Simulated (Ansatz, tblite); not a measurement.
Cost and result up the ladder for the cluster RbF2⁻ (the lowest singlet isomer of a short search) (3 atoms). Charge -1, multiplicity 1. Geometry: r2SCAN-D4/def2-TZVPD.

```xyz
3

Rb    0.001    0.001    0.000
F     1.630   -1.458   -1.323
F    -1.631    1.457    1.323
```

Ansatz on 4 threads of Intel Xeon on a shared host; xTB runs through tblite on one thread. Times are rough, summed over both states, and most runs start from the orbitals of an earlier one. CCSD(T)/def2-TZVPPD serves as the yardstick here, not as an exact answer. The other state is a triplet at its own geometry.

In the def2 sets Rb takes a core potential; there is no spin–orbit coupling. The xTB rows come from tblite. HSE06 is defined as in plane-wave codes, on full-range PBE exchange. Correlated methods freeze 2 core orbitals; core or outer-core shells of Rb are correlated, in sets that lack core-valence functions. At PBE0-D4/def2-TZVPD a singlet of charge -1 lies 4.25 eV below the triplet, each at its own geometry. The structure comes from a short search, and lower isomers may exist.

Correlated methods converge slowly with the basis.

xTB has no spin-polarisation term.

| level | functions | triplet − singlet (eV) | difference from CCSD(T)/def2-TZVPPD (eV) | remarks |
| --- | --- | --- | --- | --- |
| GFN2-xTB | 12 | 6.59 | 1.34 | – |
| r2SCAN-D4/def2-TZVPD | 113 | 3.86 | -1.39 | HOMO above zero (triplet) |
| ωB97M-V/def2-TZVPD | 113 | 5.26 | 0.01 | HOMO above zero (triplet) |
| CCSD(T)/def2-TZVPPD | 120 | 5.25 | 0.00 | – |
| RPA@PBE/def2-TZVPD | 113 | 3.21 | -2.04 | – |
| MP2/def2-TZVPD | 113 | 5.63 | 0.38 | – |
| GFN1-xTB | 12 | 2.95 | -2.30 | – |
| r2SCANh-D4/def2-TZVPD | 113 | 4.08 | -1.17 | HOMO above zero (triplet) |
| HSE06-D4/def2-TZVPD | 113 | 4.18 | -1.07 | HOMO above zero (triplet) |
| PBE-D4/def2-TZVPD | 113 | 3.68 | -1.57 | HOMO above zero (triplet) |
| BLYP-D4/def2-TZVPD | 113 | 3.75 | -1.50 | HOMO above zero (triplet) |

(1) Estimate how long each takes.

## Answers

(1) GFN2-xTB 0.009 s; GFN1-xTB 0.01 s; PBE-D4/def2-TZVPD 5.7 s; MP2/def2-TZVPD 7.1 s; RPA@PBE/def2-TZVPD 8.4 s; BLYP-D4/def2-TZVPD 10 s; r2SCAN-D4/def2-TZVPD 13 s; HSE06-D4/def2-TZVPD 14 s; r2SCANh-D4/def2-TZVPD 16 s; ωB97M-V/def2-TZVPD 34 s; CCSD(T)/def2-TZVPPD 36 s. On shared hardware such times vary by a factor of up to 3.
